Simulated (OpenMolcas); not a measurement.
Consider [Cu2(μ-F)2(NH3)4]2+, a planar model complex in vacuum (2 bridging F, bridge angle 84°, metal-metal distance 2.50 Å, Cu–F 1.87 Å; typed geometry, not optimised).

```xyz
20

Cu    -1.2506     0.0000     0.0000
Cu     1.2506     0.0000     0.0000
F      0.0000     1.3889     0.0000
F      0.0000    -1.3889     0.0000
N     -2.6860     1.4354     0.0000
H     -2.9678     1.7172     0.9389
H     -2.3929     2.2922    -0.4695
H     -3.5428     1.1423    -0.4694
N     -2.6860    -1.4354     0.0000
H     -2.9678    -1.7172     0.9389
H     -3.5428    -1.1423    -0.4695
H     -2.3929    -2.2922    -0.4694
N      2.6860     1.4354     0.0000
H      2.9678     1.7172     0.9389
H      3.5428     1.1423    -0.4695
H      2.3929     2.2922    -0.4694
N      2.6860    -1.4354     0.0000
H      2.9678    -1.7172     0.9389
H      2.3929    -2.2922    -0.4695
H      3.5428    -1.1423    -0.4694
```

Task: Give the energies of the total-spin states at CASSCF(2,2) on the singly occupied d orbitals (ANO-RCC-VDZP on Cu, F, N and ANO-RCC-VDZ on H, scalar-relativistic DKH2, RICD, no spin-orbit coupling, OpenMolcas), and the exchange constant.

Result: Local spins 1/2 and 1/2.

```json
[
 {"total S": "1", "E (cm⁻¹)": "4.7", "natural occupations, lowest and highest": "1.000, 1.000"},
 {"total S": "0", "E (cm⁻¹)": "0.0", "natural occupations, lowest and highest": "0.970, 1.030"}
]
```

J = -2.3 cm⁻¹ (antiferromagnetic).

J is defined by H = −2J S1·S2, so negative values are antiferromagnetic. Wave-function values come from the highest and lowest total spin; broken-symmetry values use Yamaguchi's formula with the computed ⟨S²⟩. The active space holds the singly occupied metal orbitals alone, without bridging-ligand orbitals. No row is a measured value.
